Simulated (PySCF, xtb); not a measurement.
methyltin triiodide (CH₃I₃Sn), SMILES [CH3][Sn]([I])([I])[I].

Harmonic wavenumbers (cm⁻¹) from GFN2-xTB run with xtb at its own minimum, in rising order: 44, 49, 49, 64, 90, 90, 161, 220, 220, 413, 694, 695, 1180, 1404, 1404, 3036, 3064, 3066.

Problem. What does PySCF 2.14.0 with PBE-D3(BJ)/def2-SVP give at its own minimum? (An estimate is asked for; the answer gives what the named calculation found.)

Solution. 48, 48, 63, 67, 102, 102, 166, 208, 208, 497, 740, 740, 1136, 1366, 1366, 2996, 3130, 3130. Paired by order, the mean absolute difference is 30 cm⁻¹ and the zero-point energies are 22.8 and 23.0 kcal/mol.
